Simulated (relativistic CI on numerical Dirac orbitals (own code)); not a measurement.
Level scheme of Nd14+

These numbers are calculated, not measured: Dirac-Coulomb-Breit CI, separate exchange-only KLI orbitals for each configuration, QED by a radiative potential, unscaled Slater integrals (own radial code, finite nucleus).

Configurations in the expansion (outside the closed core [Ar] 3d10): 4s2.4p6.4d10, 4s2.4p6.4d9.4f, 4s2.4p6.4d9.5s, 4s2.4p5.4d10.4f, 4s2.4p6.4d9.5p, 4s.4p6.4d10.4f, 4s2.4p6.4d9.5d, 4s2.4p6.4d9.6s, 4s2.4p5.4d10.5s, 4s2.4p6.4d9.5f, 4s2.4p6.4d9.6p, 4s2.4p6.4d9.5g, 4s2.4p5.4d10.5p, 4s2.4p6.4d9.6d, 4s2.4p6.4d9.7s, 4s2.4p6.4d9.6f, 4s2.4p6.4d9.7p, 4s2.4p5.4d10.5d, 4s.4p6.4d10.5s, 4p6.4d10.4f2, 4p6.4d9.4f3, 4p6.4d9.4f2.5s, 4p5.4d10.4f3, 4p6.4d9.4f2.5p, 4p6.4d9.4f2.5d. Double excitations out of closed p, d and f shells are left out; levels of such configurations are missing from the list, as are those of other unlisted configurations, and high levels can miss mixing partners. These lack a partner that the ground configuration has and come out too high: 4s2.4p6.4d9.6s, 4s2.4p5.4d10.5s, 4s2.4p6.4d9.5f, 4s2.4p6.4d9.6p, 4s2.4p6.4d9.5g.

```tsv
No.	Configuration	Term	J	E (eV)	%	Landé g
1	4s2.4p6.4d10	1S	0	0.000	100	
2	4s2.4p6.4d9.4f	3P°	0	117.335	100	
3	4s2.4p6.4d9.4f	3P°	1	118.071	96	1.465
4	4s2.4p6.4d9.4f	3P°	2	119.570	87	1.452
5	4s2.4p6.4d9.4f	3H°	6	121.306	100	1.166
6	4s2.4p6.4d9.4f	3H°	5	121.719	76	1.027
7	4s2.4p6.4d9.4f	3F°	2	123.288	40	0.911
8	4s2.4p6.4d9.4f	3F°	3	123.431	54	1.177
9	4s2.4p6.4d9.4f	3H°	4	123.651	64	0.902
10	4s2.4p6.4d9.4f	3F°	4	124.096	79	1.179
11	4s2.4p6.4d9.5s	3D	3	124.523	100	1.332
12	4s2.4p6.4d9.4f	3D°	1	125.106	96	0.534
13	4s2.4p6.4d9.5s	3D	2	125.187	54	1.089
14	4s2.4p6.4d9.4f	3G°	5	125.301	53	1.106
15	4s2.4p6.4d9.4f	3D°	3	125.849	44	1.125
16	4s2.4p6.4d9.4f	1D°	2	126.117	44	1.130
17	4s2.4p6.4d9.4f	1G°	4	126.803	44	0.960
18	4s2.4p6.4d9.4f	3F°	2	127.504	60	0.836
19	4s2.4p6.4d9.4f	3G°	5	127.897	46	1.097
20	4s2.4p6.4d9.5s	3D	1	128.917	100	0.497
21	4s2.4p6.4d9.4f	3G°	3	129.138	66	0.877
22	4s2.4p6.4d9.5s	1D	2	129.510	54	1.075
23	4s2.4p6.4d9.4f	3G°	4	129.852	50	1.054
24	4s2.4p6.4d9.4f	1F°	3	131.342	80	0.983
25	4s2.4p6.4d9.5p	3P°	2	147.740	70	1.379
26	4s2.4p6.4d9.5p	3F°	3	148.492	51	1.092
27	4s2.4p6.4d9.5p	3F°	2	152.445	85	0.742
28	4s2.4p6.4d9.5p	3P°	1	153.041	60	1.125
29	4s2.4p6.4d9.5p	3F°	4	154.327	100	1.249
30	4s2.4p6.4d9.5p	1P°	1	155.271	81	1.057
31	4s2.4p6.4d9.5p	1D°	2	155.364	62	1.134
32	4s2.4p6.4d9.5p	3D°	3	156.121	73	1.243
33	4s2.4p6.4d9.5p	3P°	0	157.413	100	
34	4s2.4p6.4d9.5p	3D°	1	159.200	44	0.884
35	4s2.4p6.4d9.5p	3F°	3	159.279	49	1.078
36	4s2.4p6.4d9.5p	3D°	2	160.327	57	1.072
37	4s2.4p6.4d9.4f	1P°	1	160.419	70	0.927
38	4s2.4p6.4d9.5d	3S	1	190.459	77	1.876
39	4s2.4p6.4d9.5d	3G	4	192.576	55	1.035
40	4s2.4p6.4d9.5d	3P	2	192.772	50	1.306
41	4s2.4p6.4d9.5d	1P	1	193.228	52	1.018
42	4s2.4p6.4d9.5d	3G	5	193.461	100	1.199
43	4s2.4p6.4d9.5d	3D	3	193.469	44	1.154
44	4s2.4p6.4d9.5d	3D	3	194.454	42	1.110
45	4s2.4p6.4d9.5d	1D	2	194.565	46	1.123
46	4s2.4p6.4d9.5d	3F	4	194.946	78	1.197
47	4s2.4p6.4d9.5d	3P	0	195.257	98	
48	4s2.4p6.4d9.5d	1P	1	196.585	47	1.118
49	4s2.4p6.4d9.5d	3G	3	196.964	75	0.815
50	4s2.4p6.4d9.5d	3D	1	197.658	54	0.986
51	4s2.4p6.4d9.5d	1D	2	198.282	45	0.896
52	4s2.4p6.4d9.5d	3G	4	198.320	42	1.066
53	4s2.4p6.4d9.5d	3D	2	198.739	41	1.004
54	4s2.4p6.4d9.5d	3F	3	199.313	53	1.084
55	4s2.4p6.4d9.5d	1S	0	207.531	96	
56	4s2.4p6.4d9.6s	3D	3	233.413	100	1.333
57	4s2.4p6.4d9.6s	1D	2	233.627	56	1.072
58	4s2.4p6.4d9.5f	3P°	0	235.464	99	
59	4s2.4p6.4d9.5f	3P°	1	235.805	87	1.387
60	4s2.4p6.4d9.5f	3P°	2	236.432	59	1.346
61	4s2.4p6.4d9.5f	3H°	5	236.894	53	1.018
62	4s2.4p6.4d9.5f	3H°	6	236.927	100	1.166
63	4s2.4p6.4d9.5f	1D°	2	237.350	42	0.915
64	4s2.4p6.4d9.5f	3D°	3	237.436	50	1.194
65	4s2.4p6.4d9.5f	3F°	4	237.745	61	1.161
66	4s2.4p6.4d9.6s	3D	1	237.794	95	0.497
67	4s2.4p6.4d9.5f	1G°	4	237.912	52	1.018
68	4s2.4p6.4d9.6s	3D	2	237.985	55	1.091
69	4s2.4p6.4d9.5f	1F°	3	238.021	54	1.014
70	4s2.4p6.4d9.5f	3G°	5	238.089	80	1.161
```

Energies count from the lowest computed level; ° marks odd parity.

The mean weight of the leading LS term, summed over parents, in these 70 levels is 68 %, and that of the leading jj configuration (from the same eigenvectors) 82 %, so jj coupling describes them better and the LS labels are nominal.

At this charge energies of transitions that change n are usually good to better than 1 %, and those within a shell (Δn = 0) to a few per cent. Levels and lines within the n = 5 or 6 shells can be off by up to 10 % or somewhat more, and those that change n by about 2 %, since core polarisation is missing.

LS names give the leading component of a level, which can be under half, so a name can repeat, a term be missing and a line seem to break the LS rules.
